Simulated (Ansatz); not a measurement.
Born–Oppenheimer molecular dynamics of CHBOS (5 atoms, charge 0, multiplicity 1). It starts from a relaxed structure.

Computed with RKS PBE/STO-3G (Ansatz 0.2.0).

```yaml
ensemble: NVE (velocity Verlet)
time_step: 0.5 fs
steps_asked: 150
starting_velocities_drawn_for: 700 K
seed: 422372
```

First frame:

```xyz
5
Properties=species:S:1:pos:R:3
B 0.869 -1.467 1.227
C -0.223 -0.597 0.929
S -1.021 -0.317 -0.500
O -0.152 1.098 -1.218
H 0.527 1.284 -0.437
```

(1) How far do the bonds stretch over the last three quarters of this one trajectory? (Pairs bonded in most of those frames.)

Results:

(1) 
| bond | mean (Å) | spread (Å) | shortest | longest |
| --- | --- | --- | --- | --- |
| B1–C2 | 1.431 | 0.008 | 1.42 | 1.45 |
| C2–S3 | 1.671 | 0.021 | 1.63 | 1.70 |
| S3–O4 | 1.816 | 0.030 | 1.76 | 1.85 |
| O4–H5 | 1.055 | 0.016 | 1.03 | 1.08 |

Mean temperature of the second half: 334 K. The conserved energy stayed within 0.14 meV per atom of its start (net change 0.081 meV per atom), so the integration is sound. The temperature averaged 0.48 of the 700 K drawn at the start: a run that starts near a minimum puts about half its kinetic energy into the potential. A run of 0.075 ps of so small a system gives no equilibrium averages. Limits of this set-up: minimal basis.

Run time: 91 s on 1 thread of Arm Neoverse V1 (shared host), peak memory 0.071 GiB.
